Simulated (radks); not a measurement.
Charge is removed step by step from the 3p level of Ti+, starting from [Ar] 3d2 4s1. Calculated with a radial shooting solver on a logarithmic mesh with Libxc functionals: non-relativistic Kohn-Sham, PBEsol, spin-unpolarised, spherical densities, point nucleus.

removed (e)	E - E(0) (eV)	eigenvalue (eV)	E minus straight line (eV)
0	0.000	-45.978	0.000
0.1	4.671	-47.440	-0.698
0.2	9.489	-48.933	-1.247
0.3	14.458	-50.456	-1.646
0.4	19.581	-52.005	-1.892
0.5	24.860	-53.580	-1.981
0.6	30.298	-55.180	-1.911
0.7	35.897	-56.801	-1.680
0.8	41.659	-58.445	-1.286
0.9	47.586	-60.109	-0.727
1	53.681	-61.793	0.000

Removing the whole electron costs 53.681 eV by Delta-SCF, against 45.978 eV from minus the eigenvalue at the starting occupation. Slater's transition state (half an electron removed) gives 53.580 eV. Integrating minus the eigenvalue over the occupation (Janak's theorem) gives 53.681 eV. The mean slope of the eigenvalue, de/dn, is 15.8 eV per electron.
